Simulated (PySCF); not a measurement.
**Radial density of Sr (strontium, neutral)**

r2SCAN, [Kr] 5s2, closed-shell 1S. Computed with PySCF 2.14 in aug-cc-pVDZ-X2C, with the spin-free X2C one-electron Hamiltonian (Gaussian nucleus).

```
r (bohr)  4πr²ρ (e/bohr)
  0.0286           47.60
  0.0481           40.36
  0.0809           46.61
   0.136           56.43
   0.229           34.23
   0.385           41.56
   0.648           20.40
    1.09           7.592
    1.83           3.984
    3.08          0.7816
    5.19          0.3780
    8.72         0.02730
    14.7       2.841e-05
```

Densities and radii are taken from the X2C orbitals without a picture-change correction, which distorts them close to the nucleus.
